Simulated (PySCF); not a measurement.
**InS₂⁻: breathing scan**

Method: PBE0 in PySCF with In def2-TZVPD with ECP28, S def2-TZVPD; scalar-relativistic core potentials, no spin–orbit coupling; density-fitted integrals.

Rigid scan from the singlet minimum (In–S 2.242 Å (×2); S–In–S 180.0°). Coordinate: all bonds to the central atom scaled together. Energies in kJ/mol from the minimum.

Predict the curve at 0.88, 0.92, 0.96, 1.00, 1.04, 1.08, 1.14, 1.22, 1.35.


```csv
scale of all bonds to the centre,E (kJ/mol)
0.88,190.8
0.92,73.5
0.96,16.0
1.00,0.0
1.04,12.1
1.08,42.8
1.14,108.6
1.22,210.4
1.35,366.6
```

At long bonds a restricted determinant can lie too high, and another spin state can fall below this curve.
